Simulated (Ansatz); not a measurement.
Mg₂Te₂⁺, that is (MgTe)2 ring with one electron fewer. Charge 1, multiplicity 2. Geometry PBE-D4/def2-SVP, that of the neutral singlet; atoms count from 1.

| atom | x (Å) | y (Å) | z (Å) |
| --- | --- | --- | --- |
| Mg1 | -0.358 | 0.376 | 1.306 |
| Te2 | 0.844 | 2.093 | -0.372 |
| Mg3 | 0.358 | -0.376 | -1.306 |
| Te4 | -0.844 | -2.093 | 0.372 |

In the def2 sets Te takes a core potential; there is no spin–orbit coupling.

Question: Estimate the Mulliken populations from the PBE0/def2-TZVP orbitals of Ansatz.

Answer: 
```json
{"atom": "Mg1", "charge (e)": "0.70", "spin (α − β)": "-0.08"}
{"atom": "Te2", "charge (e)": "-0.20", "spin (α − β)": "0.58"}
{"atom": "Mg3", "charge (e)": "0.70", "spin (α − β)": "-0.08"}
{"atom": "Te4", "charge (e)": "-0.20", "spin (α − β)": "0.58"}
```
Mulliken values and Mayer orders depend strongly on the basis.

Question: Where does the spin sit?

Answer: Summed by element: Mg -0.15, Te 1.15, of 1 unpaired in all. Largest on single atoms: Te2 0.58, Te4 0.58, Mg1 -0.08.

Question: And the Mayer bond orders between bonded heavy atoms (over 0.3)?

Answer: Mg1–Te2 0.88 (2.68 Å); Mg1–Te4 0.88 (2.68 Å); Te2–Mg3 0.88 (2.68 Å); Mg3–Te4 0.88 (2.68 Å). Values over 0.3 also appear between atoms too far apart for a bond (Te2–Te4 0.40 at 4.57 Å); they arise where an orbital or an unpaired electron spreads over both atoms.
